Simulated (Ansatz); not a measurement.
A nudged elastic band was laid between two geometries of CH$_{5}$ClNOSc (10 atoms, charge 0, multiplicity 1).

Theory: RKS B3LYP/def2-SVP (Ansatz 0.2.0).

```json
{
 "movable images": "5",
 "climbing image": "yes",
 "spring": "5.0 eV/Å²",
 "optimiser": "quadratic models (default)",
 "start path": "through a guess of the saddle point",
 "force threshold": "0.05 eV/Å",
 "iteration limit": "60",
 "end points": "relaxed"
}
```

First end point:

```xyz
10
Properties=species:S:1:pos:R:3
C -2.124 0.172 0.180
O -0.741 0.277 0.073
Sc 1.082 0.576 -0.046
N 2.175 -1.041 -0.248
Cl 2.134 2.659 0.033
H -2.605 0.187 -0.816
H -2.551 1.006 0.768
H -2.417 -0.773 0.676
H 1.852 -2.008 -0.295
H 3.194 -1.054 -0.325
```

Last end point:

```xyz
10
Properties=species:S:1:pos:R:3
C -2.124 0.172 0.181
O -0.741 0.273 0.076
Sc 1.081 0.573 -0.044
N 2.178 -1.041 -0.248
Cl 2.130 2.657 0.033
H -2.604 0.187 -0.816
H -2.551 1.009 0.765
H -2.422 -0.771 0.678
H 3.196 -1.051 -0.326
H 1.858 -2.008 -0.298
```

Problem. What changes between the two ends?

Solution. No bond is made or broken. The dihedral Cl5–Sc3–N4–H9 goes from 180 to 0°. The two ends are copies of one structure, up to a mirror image or an exchange of like atoms.

Problem. Give the energies along the band, and the barrier.

Solution. The forces met the threshold. The highest image is number 3 of 0 to 6, 31.3 kJ/mol above the ends, which have the same energy within 2 meV. A vibrational analysis at the climbing image gives one clearly imaginary mode, 364i cm⁻¹: a first-order saddle point.

| image | path coordinate (Å) | energy (kJ/mol) | dihedral Cl5–Sc3–N4–H9 (°) |
| --- | --- | --- | --- |
| 0 | 0.00 | 0.0 | 180 |
| 1 | 0.59 | 7.1 | -153 |
| 2 | 1.19 | 22.9 | -124 |
| 3 | 1.78 | 31.3 | -93 |
| 4 | 2.38 | 22.8 | -60 |
| 5 | 2.98 | 6.9 | -28 |
| 6 | 3.58 | 0.0 | 0 |

Problem. What is the geometry of the highest image?

Solution. 
```xyz
10
Properties=species:S:1:pos:R:3:forces:R:3
C -2.116 0.190 0.234 0.00 -0.02 0.00
O -0.752 0.401 0.070 0.00 0.03 0.00
Sc 1.081 0.560 -0.129 0.00 -0.01 0.00
N 2.210 -1.062 -0.254 0.01 -0.01 0.01
Cl 2.042 2.685 -0.189 0.00 0.00 0.00
H -2.631 0.135 -0.744 0.00 0.00 0.00
H -2.584 1.011 0.808 0.00 0.00 0.00
H -2.321 -0.757 0.770 0.00 0.00 0.00
H 2.458 -1.584 -1.096 0.00 0.01 0.00
H 2.612 -1.579 0.530 0.00 0.00 -0.01
```

Problem. What are the harmonic wavenumbers there?

Solution. 364i, 10i, 52, 67, 133, 192, 196, 375, 387, 409, 576, 659, 1172, 1173, 1222, 1466, 1469, 1475, 1511, 2974, 3045, 3048, 3500, 3574 cm⁻¹.

The run took 2.5 min on 2 threads of Arm Neoverse V1, on a shared host, peak memory 0.29 GiB.
